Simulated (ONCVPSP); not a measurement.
**Ce, ONCV: configuration errors across variants**

* Element: Ce
* Generator: ONCVPSP 4.0.1
* Type: optimised norm-conserving Vanderbilt (ONCV)
* Functional: PBE
* Relativity: scalar-relativistic
* Frozen core: [Kr] 4d10
* Valence charge: 12
* Reference configuration: 4f1 5s2 5p6 5d1 6s2
* Partial waves: 5s+6s: rc 2.55 bohr, ncon 3, nbas 6, qcut 6 1/bohr, 3 projectors, debl 3.9 Ha; 5p: rc 2.80 bohr, ncon 3, nbas 7, qcut 4 1/bohr, 2 projectors, debl 0.8 Ha; 5d: rc 2.95 bohr, ncon 4, nbas 9, qcut 6.1 1/bohr, 2 projectors, debl 1.7 Ha; 4f: rc 1.50 bohr, ncon 4, nbas 9, qcut 12.6 1/bohr, 2 projectors, debl 0.8 Ha
* Local potential: polynomial inside 1.15 bohr (lpopt 5, dvloc0 6 Ha)
* Core correction: Teter function, fcfact 2.5, rcfact 1.2

In the p channel the program set the typed energies aside and used -0.854, 0.250 Ha.

All-electron excitation energies from the reference (eV): (1) 4f1 5s2 5p6 5d1 6s1 6.070; (2) 4f1 5s2 5p6 5d1 6s0 17.151; (3) 4f1 5s2 5p6 5d0 6s0 36.330.

Errors AE − PS in meV (a dash: test not solved or not reliable):

| change | (1) | (2) | (3) | bound ghosts | GHOST(+) flags above zero |
| --- | --- | --- | --- | --- | --- |
| base | -1.5 | -4.5 | +1.5 | none | s, p |
| core correction Teter function, fcfact 1.6, rcfact 1.2 | -1.5 | -4.4 | +1.5 | none | s, p |
| core correction Teter function, fcfact 2.7, rcfact 1.2 | -1.5 | -4.5 | +1.5 | none | s, p |
| core correction Teter function, fcfact 3.8, rcfact 1.2 | -1.5 | -4.5 | +1.6 | none | s, p |
| core correction Teter function, fcfact 4.7, rcfact 1.2 | -1.5 | -4.5 | +1.6 | none | s, p |
| core correction Teter function, fcfact 5.3, rcfact 1.2 | -1.5 | -4.5 | +1.6 | none | s, p |
| core correction Teter function, fcfact 6.4, rcfact 1.2 | -1.5 | -4.6 | +1.6 | none | s, p |

Problem. Give the same row for: core correction Teter function, fcfact 7.5, rcfact 1.2.

Solution. -1.5, -4.6, +1.6; bound ghosts: none; GHOST(+) flags above zero: s, p.
